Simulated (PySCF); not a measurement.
cyclohexane (C6H12), SMILES C1CCCCC1. Geometry optimised at PBE0-D3(BJ)/def2-SVP. The values are those of a single conformer.

The numbers are results of PBE0-D3(BJ)/def2-SVP (PySCF 2.14.0), not measurements.

Harmonic wavenumbers (cm⁻¹): 239, 239, 389, 434, 434, 521, 796, 796, 830, 891, 891, 916, 916, 1045, 1057, 1057, 1068, 1118, 1148, 1176, 1277, 1277, 1293, 1293, 1329, 1376, 1376, 1383, 1387, 1387, 1450, 1450, 1461, 1461, 1462, 1482, 3038, 3038, 3040, 3041, 3041, 3043, 3102, 3102, 3103, 3105, 3105, 3110. Rotational constants (GHz): 4.326, 4.326, 2.471; symmetry number 6.

Task: Work out the zero-point energy and the ideal-gas rigid-rotor harmonic-oscillator thermochemistry at 298.15 K and 1 atm.

Result: ZPE = ½ Σ hcν = ½ × 74974 cm⁻¹ = 107.18 kcal/mol. H − E(el) = 111.33 kcal/mol. Entropy in cal/(mol K): translation 39.20, rotation 22.78, vibration 8.85, total 70.84. G − E(el) = 90.21 kcal/mol. Cp = 24.74 cal/(mol K).
